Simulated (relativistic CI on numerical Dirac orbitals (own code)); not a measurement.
# Ir7+: resonant inelastic scattering at the L2,3 edge

Computed with this model: Dirac-Coulomb-Breit CI, orbitals from a KLI potential per configuration, model QED (radiative potential, 1s self-energy scaled to tabulated hydrogen-like ionisation energies), Kramers-Heisenberg scattering through one core-hole configuration in a parametric crystal field, unscaled Slater integrals; configurations [Xe] 4f14 5d2 → [He] 2s2 2p5 3s2 3p6 3d10 4s2 4p6 4d10 4f14 5s2 5p6 5d3; 300 K; core-hole width 5 eV; summed over polarisations. Incident energies are the highest absorption maxima for each field (at most a few, so the weaker spin-orbit partner edge can be absent), on the computed scale of the free ion. Intensities are in per cent of the strongest line above 0.02 eV; levels within 1 cm⁻¹ are merged; final levels count from the ground level, the first row holds all elastic scattering, lines under 0.4 are left out and each table stops after 24 rows. The scale of the Slater integrals is a model choice and moves the terms in proportion.

Field parameters in Wybourne normalisation: Oh B⁴₀ = 21Dq, B⁴₄ = √(5/14) B⁴₀. The field is a parameter set, without covalency.

S is read from ⟨S²⟩ = S(S + 1).

Oh, 10Dq = 10000 cm⁻¹:

```tsv
Final level (eV)	Degeneracy	Irrep	S	11225.6 eV	12833.3 eV
0.000	2	E	0.95	2883.9	139.4
0.181	3	T2	0.93	39.2	100.0
1.474	3	T1	1.00	22.4	4.1
1.883	3	T2	0.94	5.3	11.4
2.024	1	A1	0.94	6.7	32.8
2.115	1	A2	1.00	1.6	2.4
2.840	3	T1	0.95	17.3	3.4
2.941	2	E	0.70	36.5	1.4
3.064	2	E	0.76	51.5	2.7
3.212	1	A1	0.96	6.3	29.0
3.224	3	T2	0.56	76.8	2.9
3.702	3	T2	0.73	14.7	1.1
3.866	3	T1	0.98	46.3	6.8
4.892	3	T2	0.77	1.3	0.3
4.895	2	E	0.73	0.6	0.0
5.130	1	A1	0.14	4.2	0.7
5.254	3	T1	0.18	5.6	0.7
5.453	3	T2	0.57	0.4	0.7
6.321	2	E	0.29	1.8	0.1
```

Oh, 10Dq = 22550 cm⁻¹:

```csv
Final level (eV),Degeneracy,Irrep,S,11225.9 eV,12833.8 eV
0.000,2,E,0.95,2979.3,156.9
0.154,3,T2,0.94,20.6,81.2
1.324,3,T1,1.00,15.6,7.4
1.655,1,A1,0.95,5.9,40.3
2.422,3,T2,0.58,4.2,23.7
2.868,2,E,0.26,83.9,4.1
3.280,1,A2,1.00,0.8,4.2
3.784,3,T2,0.78,100.0,4.5
3.833,3,T1,0.97,36.9,7.2
3.964,2,E,0.97,19.5,5.3
4.245,1,A1,0.87,4.6,26.1
4.993,3,T1,0.97,48.0,6.5
5.103,3,T2,0.58,30.3,2.9
5.543,1,A1,0.32,5.2,0.4
5.815,2,E,0.91,4.6,0.2
6.174,3,T2,0.81,1.3,1.7
6.389,3,T1,0.16,5.5,1.6
7.134,3,T2,0.82,0.8,0.1
```

For the first field the strongest loss at the lowest incident energy is the level at 3.22 eV (S = 0.56, against 0.95 in the thermal ground state).
